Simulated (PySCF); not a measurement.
[Mn(OH)6]2-: what the settings change

[Mn(OH)6]2- holds Mn(IV), d3, at total charge -2. The structure is a PBE0-D3(BJ)/def2-SVP, IEF-PCM water geometry optimised for multiplicity 4; coordination octahedral, point group S6, metal–donor distances 1.91 Å.

The d shell alone is too small an active space for [Mn(OH)6]2- (an active orbital has only 0.68 squared overlap with the free ion's shell): its levels, fitted parameters, g values and moments show what this model gives and aren't sound predictions.

```
13

Mn    0.000    0.000    0.000
O     0.045    1.905    0.045
H     0.013    1.969    1.010
O    -0.045   -1.905   -0.045
H    -0.013   -1.969   -1.010
O     0.045    0.045    1.905
H     1.010    0.013    1.969
O    -0.045   -0.045   -1.905
H    -1.010   -0.013   -1.969
O     1.905    0.045    0.045
H     1.969    1.010    0.013
O    -1.905   -0.045   -0.045
H    -1.969   -1.010   -0.013
```

Method (PySCF 2.14, density fitting): CASSCF(3,5) with orbitals averaged over all microstates of the shell, strongly contracted NEVPT2 on the averaged canonical orbitals; basis x2c-TZVPall on the metal, x2c-SVPall elsewhere; spin-free X2C; IEF-PCM water; spin-orbit coupling by state interaction with the mean-field operator over all roots.

Base run: NEVPT2 ground state 4Ag (from 4A2g), next 2Eg at 19136, then 2Eg (from 2T1g) at 19905 cm⁻¹, 10Dq(CASSCF) 22478, B(CASSCF) 993, ζ 339 cm⁻¹, D 0.42 cm⁻¹, g 1.981 1.981 1.982, μeff(300 K) 3.85 μB.

Problem. What happens with the basis x2c-TZVPall on all atoms?

Solution. NEVPT2 ground state 4Ag (from 4A2g), next 2Eg at 19088, then 2Eg (from 2T1g) at 19853 cm⁻¹, 10Dq(CASSCF) 22238, B(CASSCF) 995, ζ 339 cm⁻¹, D 0.45 cm⁻¹, g 1.980 1.980 1.981, μeff(300 K) 3.85 μB. It took 36 s against 16 s on a shared host of the same kind.

Problem. What happens with orbitals averaged over the highest spin alone?

Solution. NEVPT2 ground state 4Ag (from 4A2g), next 2Eg at 19354, then 2Eg (from 2T1g) at 20151 cm⁻¹, 10Dq(CASSCF) 22698, B(CASSCF) 1019, ζ 348 cm⁻¹, D 0.44 cm⁻¹, g 1.980 1.980 1.981, μeff(300 K) 3.85 μB.

Charge-transfer states lie outside this active space and may come lower than some of these levels. NEVPT2 lifts 4Ag (from 4T2g) from 23122 to 31913 cm⁻¹; on the d shell alone it tends to overshoot states that fill the eg-type orbitals. NEVPT2 on the d shell alone tends to put d–d bands too high for such charged or covalently bound ions.
